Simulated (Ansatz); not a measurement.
`[CH3][In]([OH])[Cl]` + `O[Si](Cl)(Cl)Cl` → `[CH3][In]([Cl])[Cl]` + `O[Si](O)(Cl)Cl`  (redistribution)

Isolated molecules relaxed with PBE0-D4/def2-TZVP in Ansatz; ΔE leaves out vibrations. CBS: MP2 limit from def2 TZ/QZ plus the TZ coupled-cluster correction, frozen cores. Functionals use def2-TZVPP. Elements past krypton have def2 core potentials. For In outer-core shells are correlated without core-valence functions, which leaves a few kJ/mol of doubt a bond. Each species was taken in one conformer, which may not be the lowest.

| level | ΔE (kJ/mol) |
| --- | --- |
| CAM-B3LYP | -115.9 |
| CCSD/CBS(def2) | -111.9 |

What does CCSD(T)/CBS give? (Estimate.)

Ansatz gave: -107.3 kJ/mol. The listed levels differ from it by -8.6, -4.6 kJ/mol.

Largest T1 diagnostic among the species: 0.014.

From r2SCAN to r2SCAN0 (25 % exact exchange), in def2-TZVPP and without D4, ΔE moves by −8.0 kJ/mol. At CCSD(T), def2-SVP lies −3.6 kJ/mol from the extrapolated value and def2-TZVPP −4.2 kJ/mol. Leaving LDA and LC-ωPBE aside and taking each functional with its dispersion term where it has one, the values, not all of them listed here, spread over 27.3 kJ/mol, from BHLYP-D4 to revPBE-D4. LDA lies −5.2 kJ/mol from PBE without D4.
